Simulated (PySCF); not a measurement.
CH5BO, SMILES BOC. Atoms are numbered in the order given.

```xyz
8

B      0.2159    -1.2849     0.0000
H     -0.4129    -2.3028     0.0000
H      1.4193    -1.2596     0.0000
O     -0.4815    -0.1422     0.0000
C      0.1458     1.1244     0.0000
H      1.2351     1.0275     0.0000
H     -0.1721     1.6753     0.8872
H     -0.1721     1.6753    -0.8872
```

Geometry optimised at PBE0-D3(BJ)/def2-TZVP.

Method: PySCF with PBE0/pcSseg-2.

GIAO shieldings, no solvent; atoms listed in one row are averaged. δ = σ(ref) − σ: ¹¹B against BF3 (σ = 88.8 ppm); ¹H against TMS (σ = 31.54 ppm); ¹⁷O against H2O (σ = 327.8 ppm); ¹³C against TMS (σ = 186.1 ppm), references at their B3LYP-D3(BJ)/def2-TZVP geometries, non-relativistic.

Computed chemical shifts:
```json
[
 {"nucleus": "¹¹B", "atoms": "B1", "count": "1", "δ (ppm)": "38.2"},
 {"nucleus": "¹H", "atoms": "H3", "count": "1", "δ (ppm)": "5.40"},
 {"nucleus": "¹H", "atoms": "H2", "count": "1", "δ (ppm)": "5.17"},
 {"nucleus": "¹H", "atoms": "H6, H7, H8", "count": "3", "δ (ppm)": "4.12"},
 {"nucleus": "¹⁷O", "atoms": "O4", "count": "1", "δ (ppm)": "203.8"},
 {"nucleus": "¹³C", "atoms": "C5", "count": "1", "δ (ppm)": "67.6"}
]
```
